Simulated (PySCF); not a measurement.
# Bond energies at MP2/def2-SVP beside a composite method

PySCF, lowest determinants of a PBE0 search. The composite is CCSD(T) extrapolated to the basis-set limit from two correlation-consistent sets, with core-valence (CV) and scalar-relativistic (SR) terms as its label shows; it has no spin–orbit coupling and nothing beyond (T).

```
species  state (unpaired electrons)  De MP2 (eV)  De composite (eV)              composite  dissociates to
    SnS      singlet (closed shell)         4.51               5.05     CCSD(T)/CBS(DT)+CV          Sn + S
    CBr               doublet (π ↑)         3.12               3.56     CCSD(T)/CBS(TQ)+CV          C + Br
   RbNa      singlet (closed shell)         0.34               0.62        CCSD(T)/CBS(DT)         Rb + Na
   PbBr               doublet (π ↑)         3.05               3.33        CCSD(T)/CBS(DT)         Pb + Br
     N2      singlet (closed shell)         9.55               9.89  CCSD(T)/CBS(TQ)+CV+SR           N + N
   SnBr               doublet (π ↑)         3.18               3.44        CCSD(T)/CBS(DT)         Sn + Br
     PS               doublet (π ↑)         3.61               4.49     CCSD(T)/CBS(TQ)+SR           P + S
    KSr               doublet (σ ↑)         0.10               0.15        CCSD(T)/CBS(DT)          K + Sr
```

Task: Does MP2 bind more or less than the composite, by how much on average, and where is the difference largest?

Result: MP2/def2-SVP binds less on average, method and basis taken together: the mean signed difference is -0.38 eV and the mean absolute one 0.38 eV; it is largest for PS (-0.88 eV).

The molecules are drawn from runs that passed checks on state, spin purity and fit, so the hardest cases are missing and the errors look smaller than over all diatomics.

Correlated steps freeze the inner cores (1 to 19 orbitals); shallow outer-core shells are correlated. UHF and ROHF references stand side by side, which adds small steps between rows. Weak bonds: KSr, RbNa. Basis-set superposition, not corrected here, can be much of De in a small basis, most of all at correlated wavefunction levels. Spin–orbit coupling is left out, which matters for elements this heavy, above all for dissociation energies. Where the molecule has an RHF reference, its open-shell atoms are computed with UHF. The CCSD T1 diagnostic is raised in SnS, a sign that a single reference may not be enough there. States were picked by a PBE0 search and need not be the measured ground states.
